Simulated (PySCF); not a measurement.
A species of formula C3H8BN has this rotational fingerprint, computed with PBE0-D3(BJ)/def2-SVP geometry optimisation, gas phase (PySCF):

| Quantity | Value |
| --- | --- |
| Rotational constants | A = 9065, B = 4250, C = 3284 MHz |
| Dipole components | \|μa\| = 2.18 D, \|μb\| = 1.13 D, \|μc\| = 0.16 D |
| Inertial defect | -20.75 u·Å² |
| κ | -0.67 |

**Question.** Which structure is it? (One computed conformer of each.)
A. `BN1C[C@@H]1C`
B. `[NH2:1][BH:2][CH:3]1[CH2:4][CH2:5]1` with N1–B2–C3–C4 147°
C. `C=NB(C)C`
D. `[BH3-][N+]#CCC`
E. `[BH2:1][NH:2][CH:3]1[CH2:4][CH2:5]1` with B1–N2–C3–C4 144°

**Answer.** A. It is BN1C[C@@H]1C, an asymmetric top, point group C1. The candidates at the same level (rigid rotor, commonest isotopes):

| SMILES | A (MHz) | B (MHz) | C (MHz) | μa (D) | μb (D) | μc (D) | Δ (u·Å²) | point group | rotor |
| --- | --- | --- | --- | --- | --- | --- | --- | --- | --- |
| NBC1CC1 | 14901 | 2753 | 2675 | 1.39 | 0.00 | 1.06 | -28.53 | Cs | near-prolate asymmetric top |
| BNC1CC1 | 15077 | 3099 | 2976 | 2.04 | 0.00 | 0.74 | -26.81 | Cs | near-prolate asymmetric top |
| C=NB(C)C | 7280 | 3561 | 2508 | 1.30 | 0.00 | 0.04 | -9.82 | – | asymmetric top |
| [BH3-][N+]#CCC | 19666 | 2129 | 2002 | 7.37 | 1.31 | 0.00 | -10.53 | – | near-prolate asymmetric top |
| BN1C[C@@H]1C | 9065 | 4250 | 3284 | 2.18 | 1.13 | 0.16 | -20.75 | C1 | asymmetric top |

`NBC1CC1` has A 64 % too high; `[BH3-][N+]#CCC` has A 117 % too high; `C=NB(C)C` has C 24 % too low; `BNC1CC1` has A 66 % too high. No structure here is proved a minimum.
